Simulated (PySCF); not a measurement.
C5H4N (SMILES [c]1ccccn1), doublet, geometry from GFN2-xTB; PySCF with PBE0/STO-3G.

Input for PySCF:
```python
from pyscf import gto, scf, dft

mol = gto.M(
    atom='''
C     0.63209058   -1.22024868    0.00213114
N    -0.64629227   -1.23442534   -0.05415938
C    -1.34250590   -0.10541752   -0.06100991
C    -0.67699484    1.10741371   -0.00646097
C     0.71176925    1.11346857    0.05449419
C     1.41491343   -0.08547821    0.06018361
H    -2.41988510   -0.18337616   -0.10983212
H    -1.23281981    2.03263606   -0.01143014
H     1.24980916    2.05081684    0.09769064
H     2.49130647   -0.11752659    0.10665885
''',
    basis='sto-3g',
    spin=1,
    verbose=4,
)

mf = dft.UKS(mol)
mf.xc = 'pbe0'
mf.diis = False
mf.damp = 0.3
mf.diis_start_cycle = 200
mf.max_cycle = 150
mf.kernel()
mf.analyze()
```

What the program printed (banner, timings and long lists left out):

```
PySCF version 2.14.0

[INPUT] verbose = 4
[INPUT] num. atoms = 10
[INPUT] num. electrons = 41
[INPUT] charge = 0
[INPUT] spin (= nelec alpha-beta = 2S) = 1
[INPUT] symmetry False subgroup None
[INPUT] Mole.unit = angstrom
[INPUT] Symbol           X                Y                Z      unit          X                Y                Z       unit  Magmom
[...]
nuclear repulsion = 198.892403589711
number of shells = 22
number of NR pGTOs = 102
number of NR cGTOs = 34
basis = sto-3g
ecp = {}

******** <class 'pyscf.dft.uks.UKS'> ********
method = UKS
initial guess = minao
damping factor = 0.3
level_shift factor = 0
DIIS disabled
SCF conv_tol = 1e-09
SCF conv_tol_grad = None
SCF max_cycles = 150
direct_scf = True
direct_scf_tol = 1e-13
number electrons alpha = 21  beta = 20
XC library pyscf.dft.libxc version 7.1.2
    S. Lehtola, C. Steigemann, M. J. T. Oliveira, and M. A. L. Marques,  SoftwareX 7, 1–5 (2018)
XC functionals = pbe0
    C. Adamo and V. Barone,  J. Chem. Phys. 110, 6158 (1999)
    M. Ernzerhof and G. E. Scuseria,  J. Chem. Phys. 110, 5029 (1999)
radial grids:
    Treutler-Ahlrichs [JCP 102, 346 (1995); DOI:10.1063/1.469408] (M4) radial grids

becke partition: Becke, JCP 88, 2547 (1988); DOI:10.1063/1.454033
pruning grids: <function nwchem_prune>
grids dens level: 3
symmetrized grids: False
atomic radii adjust function: <function treutler_atomic_radii_adjust>
small_rho_cutoff = 0
Set gradient conv threshold to 3.16228e-05
tot grids = 123728
init E= -245.575530886646

cycle= 1 E= -244.212628681236  delta_E= 1.36  |g|= 0.181  |ddm|= 3.38
cycle= 2 E= -244.227982032076  delta_E= -0.0154  |g|= 0.139  |ddm|= 0.408
cycle= 3 E= -244.232463453363  delta_E= -0.00448  |g|= 0.113  |ddm|= 0.306
cycle= 4 E= -244.234216462117  delta_E= -0.00175  |g|= 0.101  |ddm|= 0.255
cycle= 5 E= -244.23532640261  delta_E= -0.00111  |g|= 0.0911  |ddm|= 0.234
cycle= 6 E= -244.235891954809  delta_E= -0.000566  |g|= 0.0857  |ddm|= 0.216
cycle= 7 E= -244.236424180658  delta_E= -0.000532  |g|= 0.0803  |ddm|= 0.206
cycle= 8 E= -244.236743580144  delta_E= -0.000319  |g|= 0.0771  |ddm|= 0.196
cycle= 9 E= -244.237109427901  delta_E= -0.000366  |g|= 0.0729  |ddm|= 0.188
cycle= 10 E= -244.23735098929  delta_E= -0.000242  |g|= 0.0705  |ddm|= 0.18
cycle= 11 E= -244.237641601549  delta_E= -0.000291  |g|= 0.0669  |ddm|= 0.173
cycle= 12 E= -244.237843822162  delta_E= -0.000202  |g|= 0.0647  |ddm|= 0.166
cycle= 13 E= -244.238085531532  delta_E= -0.000242  |g|= 0.0615  |ddm|= 0.16
cycle= 14 E= -244.238259336951  delta_E= -0.000174  |g|= 0.0595  |ddm|= 0.153
cycle= 15 E= -244.23846287803  delta_E= -0.000204  |g|= 0.0565  |ddm|= 0.147
cycle= 16 E= -244.238612820909  delta_E= -0.00015  |g|= 0.0547  |ddm|= 0.141
cycle= 17 E= -244.238784593034  delta_E= -0.000172  |g|= 0.052  |ddm|= 0.135
cycle= 18 E= -244.238913671072  delta_E= -0.000129  |g|= 0.0502  |ddm|= 0.13
cycle= 19 E= -244.239058535398  delta_E= -0.000145  |g|= 0.0478  |ddm|= 0.124
cycle= 20 E= -244.239169289286  delta_E= -0.000111  |g|= 0.0461  |ddm|= 0.119
cycle= 21 E= -244.239291306957  delta_E= -0.000122  |g|= 0.0439  |ddm|= 0.114
cycle= 22 E= -244.239386043609  delta_E= -9.47e-05  |g|= 0.0423  |ddm|= 0.11
cycle= 23 E= -244.23948869516  delta_E= -0.000103  |g|= 0.0403  |ddm|= 0.105
cycle= 24 E= -244.239569515721  delta_E= -8.08e-05  |g|= 0.0389  |ddm|= 0.101
cycle= 25 E= -244.239655791076  delta_E= -8.63e-05  |g|= 0.037  |ddm|= 0.0964
cycle= 26 E= -244.239724586952  delta_E= -6.88e-05  |g|= 0.0357  |ddm|= 0.0924
cycle= 27 E= -244.239797044831  delta_E= -7.25e-05  |g|= 0.034  |ddm|= 0.0885
cycle= 28 E= -244.239855497323  delta_E= -5.85e-05  |g|= 0.0327  |ddm|= 0.0848
cycle= 29 E= -244.239916317289  delta_E= -6.08e-05  |g|= 0.0312  |ddm|= 0.0812
cycle= 30 E= -244.239965905297  delta_E= -4.96e-05  |g|= 0.03  |ddm|= 0.0778
cycle= 31 E= -244.240016936428  delta_E= -5.1e-05  |g|= 0.0286  |ddm|= 0.0745
cycle= 32 E= -244.24005895007  delta_E= -4.2e-05  |g|= 0.0275  |ddm|= 0.0713
[...]
cycle= 142 E= -244.240551306089  delta_E= -3.06e-09  |g|= 0.000227  |ddm|= 0.00059
cycle= 143 E= -244.240551308899  delta_E= -2.81e-09  |g|= 0.000217  |ddm|= 0.000565
cycle= 144 E= -244.240551311471  delta_E= -2.57e-09  |g|= 0.000208  |ddm|= 0.000541
cycle= 145 E= -244.24055131383  delta_E= -2.36e-09  |g|= 0.000199  |ddm|= 0.000518
cycle= 146 E= -244.240551315991  delta_E= -2.16e-09  |g|= 0.000191  |ddm|= 0.000496
cycle= 147 E= -244.240551317972  delta_E= -1.98e-09  |g|= 0.000183  |ddm|= 0.000475
cycle= 148 E= -244.240551319786  delta_E= -1.81e-09  |g|= 0.000175  |ddm|= 0.000454
cycle= 149 E= -244.240551321451  delta_E= -1.66e-09  |g|= 0.000167  |ddm|= 0.000435
cycle= 150 E= -244.240551322975  delta_E= -1.52e-09  |g|= 0.00016  |ddm|= 0.000416
SCF not converged.
SCF energy = -244.240551322975 after 150 cycles  <S^2> = 0.75682777  2S+1 = 2.0068162
**** SCF Summaries ****
Total Energy =                        -244.240551322975051
Nuclear Repulsion Energy =             198.892403589711392
One-electron Energy =                 -723.879408415873741
Two-electron Energy =                  280.746453503187297
Two-electron Coulomb Energy =          316.012114906088925
DFT Exchange-Correlation Energy =      -35.265661402901642
**** MO energy ****
                             alpha | beta                alpha | beta
[...]
To work with the spin densities directly, `use mulliken_meta_spin()` only printing them here.

 ** Mulliken spin pop alpha/beta on meta-lowdin orthogonal AOs **
 ** Mulliken Spin Density (per AO)  **
spin_pop of  0 C 1s        0.00001
spin_pop of  0 C 2s        0.18578
spin_pop of  0 C 2px       0.09104
spin_pop of  0 C 2py       0.48352
spin_pop of  0 C 2pz       0.06705
spin_pop of  1 N 1s        0.00001
spin_pop of  1 N 2s        0.04889
spin_pop of  1 N 2px      -0.00339
spin_pop of  1 N 2py       0.08558
spin_pop of  1 N 2pz      -0.02934
spin_pop of  2 C 1s        0.00000
spin_pop of  2 C 2s        0.01159
spin_pop of  2 C 2px       0.01155
spin_pop of  2 C 2py       0.02907
spin_pop of  2 C 2pz       0.02139
spin_pop of  3 C 1s        0.00000
spin_pop of  3 C 2s       -0.00316
spin_pop of  3 C 2px      -0.00026
spin_pop of  3 C 2py      -0.00080
spin_pop of  3 C 2pz      -0.03590
spin_pop of  4 C 1s        0.00000
spin_pop of  4 C 2s        0.00479
spin_pop of  4 C 2px       0.00771
spin_pop of  4 C 2py       0.01155
spin_pop of  4 C 2pz       0.01648
spin_pop of  5 C 1s        0.00001
spin_pop of  5 C 2s        0.00273
spin_pop of  5 C 2px       0.00232
spin_pop of  5 C 2py       0.01884
spin_pop of  5 C 2pz      -0.03954
spin_pop of  6 H 1s       -0.00442
spin_pop of  7 H 1s        0.00548
spin_pop of  8 H 1s        0.00666
spin_pop of  9 H 1s        0.00477
 ** Mulliken Spin Density (per atom)  **
spin density of  0 C =      0.82739
spin density of  1 N =      0.10175
spin density of  2 C =      0.07361
spin density of  3 C =     -0.04013
spin density of  4 C =      0.04054
spin density of  5 C =     -0.01564
spin density of  6 H =     -0.00442
spin density of  7 H =      0.00548
spin density of  8 H =      0.00666
spin density of  9 H =      0.00477
 ** Mulliken pop alpha/beta on meta-lowdin orthogonal AOs **
 ** Mulliken pop       alpha | beta **
[...]
In total            21.00000 | 20.00000
 ** Mulliken atomic charges   ( Nelec_alpha | Nelec_beta ) **
charge of  0C =      0.01405  (     3.40667      2.57928 )
charge of  1N =     -0.11840  (     3.61008      3.50832 )
charge of  2C =      0.01766  (     3.02797      2.95436 )
charge of  3C =     -0.06837  (     3.01412      3.05425 )
charge of  4C =     -0.03109  (     3.03581      2.99527 )
charge of  5C =     -0.06691  (     3.02564      3.04128 )
charge of  6H =      0.06206  (     0.46676      0.47118 )
charge of  7H =      0.06346  (     0.47101      0.46553 )
charge of  8H =      0.06269  (     0.47198      0.46532 )
charge of  9H =      0.06484  (     0.46996      0.46520 )
Dipole moment(X, Y, Z, Debye):  0.29730,  2.16245,  0.05831
```

The run did not converge; its last values are not results.
